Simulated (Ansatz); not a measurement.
Relaxation of BH$_{8}$NOSi (12 atoms, charge 0, multiplicity 1), to a largest force component of 0.03 eV/Å in at most 50 steps.

All numbers below come from RKS PBE-D4/6-31G* (Ansatz 0.2.0).

```xyz
12
Properties=species:S:1:pos:R:3:forces:R:3
B 0.506 -1.134 0.314 -1.17 1.32 0.74
N 1.941 1.112 -0.680 0.01 -0.11 0.00
H 1.474 -1.431 0.965 0.00 -0.01 0.01
H 0.240 -1.623 -0.761 0.01 0.02 0.02
H 1.136 1.125 -0.046 0.01 0.11 0.00
O -0.419 -0.222 0.926 1.12 -1.32 -0.74
Si -1.966 0.161 0.362 0.01 -0.01 0.00
H 2.679 0.582 -0.205 0.01 -0.01 -0.02
H 1.667 0.578 -1.511 0.00 -0.01 -0.01
H -2.162 1.632 0.556 0.00 0.00 -0.01
H -2.116 -0.194 -1.089 0.01 0.00 0.01
H -2.981 -0.586 1.171 0.00 0.01 -0.01
```

Where does it end, and by what steps?

The forces met the threshold. After 6 steps the energy has fallen by 0.109 eV; H5 moved furthest, 0.33 Å.

```csv
step,energy less start (eV),largest force component (eV/Å),accepted
0,0.0000,1.322,yes
1,-0.0510,0.948,yes
2,-0.0769,0.620,yes
3,-0.0972,0.399,yes
4,-0.1057,0.148,yes
5,-0.1084,0.035,yes
6,-0.1091,0.022,yes
```

```xyz
12
Properties=species:S:1:pos:R:3
B 0.522 -1.074 0.312
N 1.976 1.066 -0.693
H 1.494 -1.385 0.960
H 0.351 -1.468 -0.823
H 1.281 1.417 -0.027
O -0.472 -0.393 0.965
Si -1.968 0.106 0.359
H 2.547 0.374 -0.199
H 1.476 0.579 -1.443
H -2.037 1.598 0.468
H -2.125 -0.310 -1.074
H -3.044 -0.509 1.196
```

The run took 10 s on 2 threads of Arm Neoverse V2, on a shared host, peak memory 0.15 GiB.
